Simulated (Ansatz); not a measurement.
`[SiH3]B[SiH2]Cl` → `B[SiH2]Cl` + `[SiH2]` at 298.15 K and 1 bar (silylene loss).

Isolated molecules relaxed with PBE0-D4/def2-TZVP in Ansatz; ΔE leaves out vibrations. CBS: MP2 limit from def2 TZ/QZ plus the TZ coupled-cluster correction, frozen cores. This one scheme is used for every species. Each species was taken in one conformer, which may not be the lowest.

| species | CCSD(T)/CBS energy (Eh) | H − E (kJ/mol) | S (J/(mol·K)) |
| --- | --- | --- | --- |
| `[SiH3]B[SiH2]Cl` | -1066.33624 | 166.4 | 373.8 |
| `B[SiH2]Cl` | -776.05948 | 116.1 | 304.2 |
| `[SiH2]` | -290.19011 | 40.6 | 207.5 |

H − E and S are ideal-gas, rigid-rotor, harmonic terms from PBE0-D4/def2-TZVP, for one conformer and one mirror image of each species. 1 Eh = 2625.50 kJ/mol, R = 8.31446 J/(mol·K).

Question: By hand: ΔE, ΔH, ΔS and ΔG.

Answer: ΔE = (-776.05948) + (-290.19011) − (-1066.33624) = 0.08665 Eh = 227.5 kJ/mol. Δ(H − E) = 116.1 + 40.6 − 166.4 = -9.7, so ΔH = 217.8 kJ/mol. ΔS = 304.2 + 207.5 − 373.8 = 137.9 J/(mol·K). ΔG = 217.8 − 298.15 × (137.9)/1000 = 176.7 kJ/mol.

Question: By hand: the equilibrium constant, and the temperature at which ΔG would vanish if ΔH and ΔS stayed fixed.

Answer: log₁₀ K = −ΔG/(RT ln 10) = -31.0. ΔG = 0 at ΔH/ΔS = 1579 K.

The number of gas molecules changes by +1, which sets the sign of ΔS. A doubt of 5 kJ/mol in ΔE shifts log₁₀ K by 0.9 here. Other conformers and mirror images would add mixing entropy, several J/(mol·K) or more a flexible species. Modes under 60 cm⁻¹, often nearly free rotors, make the harmonic entropy too high. These are equilibria of isolated gas molecules and say nothing of rates. Largest T1 diagnostic: 0.014 (customary marks: 0.02 for closed shells, 0.045 for open ones).
